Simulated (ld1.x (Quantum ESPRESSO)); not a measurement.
# copper, ultrasoft: configuration errors across variants

ld1.x (Quantum ESPRESSO) 7.5 input, shortened:

```
&input
   title='Cu', zed=29., rel=1, dft='BLYP', iswitch=3,
   config='[Ar] 3d10 4s0 4p1 4f-2'
 /
 &inputp
   pseudotype=3, tm=.true., lloc=-1, rcloc=2.25,
   nlcc=.true., new_core_ps=.true., rcore=0.65,
   which_augfun='PSQ', rmatch_augfun_nc=.true.
 /
7
4S  1  0   0.00   0.00  2.10  2.60  0.0
4S  1  0   0.00   0.05  2.10  2.60  0.0
4P  2  1   1.00   0.00  2.85  3.60  0.0
4P  2  1   0.00   2.95  2.85  3.60  0.0
3D  3  2  10.00   0.00  0.55  0.70  0.0
3D  3  2   0.00   0.85  0.55  0.70  0.0
4F  4  3  -2.00  -0.05  2.90  3.30  0.0
 &test
   configts(1)='3d10 4s0 4p1'
 /
```

All-electron excitation energies from the reference (eV): (1) 3d10 4s1 4p0 -4.190; (2) 3d10 4s0 4p0 4.086; (3) 3d9 4s0 4p0 25.467; (4) 3d9 4s2 4p0 -2.289; (5) 3d9 4s1 4p0 7.358; (6) 3d9 4s1 4p1 2.572; (7) 3d10 4s0.5 4p0 -0.986.

The overlap operator is not positive definite (basis up to 400 Ry) in “base”, “augmentation built from norm-conserving waves at rcut, not smoothed further”, “waves 4p (bound): rcut 2.85, rcutus 4.76 bohr; 4p channel at 2.95 Ry: rcut 2.85, rcutus 4.76 bohr”, “core correction Bessel-smoothed model core inside 0.40 bohr”, “wave 4p channel at 2.95 Ry: rcut 2.85, rcutus 3.60 bohr becomes 4p channel at 0.2 Ry: rcut 2.85, rcutus 3.60 bohr”, “local potential all-electron potential smoothed inside 0.70 bohr (lloc = -1)”. Such files are unfit for use, however small their errors in these radial tests.

1 further variants failed, have other tests or too few solved ones, and are left out.

A true bound ghost makes a file unfit for plane-wave use even where its test errors are small: the radial tests pick states by their node count and pass the ghost by.

Errors AE − PS in meV (a dash: test not solved or not reliable):

| change | (1) | (2) | (3) | (4) | (5) | (6) | (7) | bound ghosts |
| --- | --- | --- | --- | --- | --- | --- | --- | --- |
| base | -4.5 | -4.8 | -45 | -144 | -91 | -128 | -0.4 | not determined (overlap not positive) |
| augmentation built from norm-conserving waves at rcut, not smoothed further | -3.9 | -4.2 | -51 | -137 | -87 | -129 | -0.1 | not determined (overlap not positive) |
| waves 4p (bound): rcut 2.85, rcutus 4.76 bohr; 4p channel at 2.95 Ry: rcut 2.85, rcutus 4.76 bohr | -5.4 | -5.4 | -20 | -127 | -70 | -117 | -1.4 | not determined (overlap not positive) |
| core correction Bessel-smoothed model core inside 0.40 bohr | -4.5 | -4.8 | -46 | -145 | -91 | -128 | -0.4 | not determined (overlap not positive) |
| wave 4p channel at 2.95 Ry: rcut 2.85, rcutus 3.60 bohr becomes 4p channel at 0.2 Ry: rcut 2.85, rcutus 3.60 bohr | -4.5 | -4.8 | -45 | -144 | -91 | -126 | -0.4 | not determined (overlap not positive) |
| local potential all-electron potential smoothed inside 0.70 bohr (lloc = -1) | -3.9 | -4.6 | -44 | -138 | -86 | -123 | -0.3 | p (s, f not tested, overlap not positive) |

**Question.** Give the same row for: type TM; waves now 4s (bound): rc 2.60 bohr; 3d (bound): rc 0.70 bohr; 4f channel at -0.05 Ry: rc 3.30 bohr; 4p (bound): rc 3.60 bohr; local potential the p channel.

**Answer.** -3.0, -5.8, -348, -325, -312, -332, -0.3; bound ghosts: none.
